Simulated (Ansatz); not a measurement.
Ideal-gas functions of `F/C(Cl)=C(/F)Br` at 800 K and 1 bar, from an Ansatz frequency run at PBE0-D4/def2-TZVP.

Molar mass 177.38 g/mol, point group Cs (symmetry number 1), electronic degeneracy 1, moments of inertia 118.762, 525.521, 644.283 u Å². Harmonic wavenumbers (cm⁻¹, unscaled): 120, 157, 260, 347, 368, 428, 565, 636, 851, 1206, 1253, 1778.

Use S(trans) = R[1.5 ln M + 2.5 ln T − 1.1517]; rotational temperatures θ = 24.2544 K / I; S(rot) = R[ln(√π/σ · √(T³/θAθBθC)) + 1.5]; for each mode x = 1.438777 ν̃/T, S = R[x/(eˣ − 1) − ln(1 − e⁻ˣ)] and H = RT x/(eˣ − 1); 1 cm⁻¹ = 0.0119627 kJ/mol; R = 8.31446 J/(mol·K).

By hand: the entropy, in J/(mol·K).

Translation 194.0. Rotation: θ = 0.2042, 0.0462, 0.0376 K, giving 133.6. Vibration, mode by mode: 21.08, 18.86, 14.71, 12.37, 11.90, 10.69, 8.53, 7.64, 5.54, 3.34, 3.12, 1.48, in all 119.2. Electronic 0.0. Sum 446.8 J/(mol·K).

By hand: H − E and G − E in kJ/mol, counted from the electronic energy.

Zero-point energy ½ × 7969 × 0.0119627 = 47.7; thermal vibration 45.6; translation, rotation and pV give 4 RT = 26.6. H − E = 119.9 kJ/mol, and G − E = 119.9 − 800 × 446.8/1000 = -237.5 kJ/mol.

Vibration gives 27 % of the entropy, 21.1 J/(mol·K) of it from the mode under 150 cm⁻¹: soft modes count most, and the harmonic formula is weakest for them.
